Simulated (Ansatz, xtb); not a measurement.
**Relaxing a trial structure of AlHO2Si**

The starting geometry of this gas-phase singlet was built from a drawn formula by distance geometry and a force field; its bonds are those of `[O]1[Al]2[O][SiH]12`.

| atom | x (Å) | y (Å) | z (Å) |
| --- | --- | --- | --- |
| Al | -0.1009 | -0.4643 | 0.6534 |
| O | -1.3902 | -0.7340 | 2.0703 |
| O | -1.4135 | 0.9606 | 0.6463 |
| Si | -2.3990 | -0.3809 | 0.8164 |
| H | -2.3567 | -1.3142 | -0.3411 |

Task: Predict what it relaxes into with r2SCAN-D4/def2-SVP.

Result: It keeps its bonds, and is `[O]1[Al]2[O][SiH]12`.

The energy falls by 3.09 eV over 11 steps:

```tsv
step	E − E(last) (eV)
1	3.092
2	1.487
3	0.903
4	0.550
5	0.321
7	0.018
8	0.006
9	0.003
10	0.000
11	0.000
```

Final geometry (Å):

```xyz
5

Al    0.1211    0.2756    1.5337
O    -1.2070   -1.2364    1.7233
O    -1.2369    0.7111    0.1002
Si   -2.0355   -0.5882    0.5360
H    -3.3019   -1.0949   -0.0479
```

From the same start GFN2-xTB ends elsewhere, at `O=[SiH][O][Al]`.

The end wasn't checked by frequencies. Run with Ansatz 0.2.0, 32 s on 1 thread of Arm Neoverse V1, with other jobs on the host.
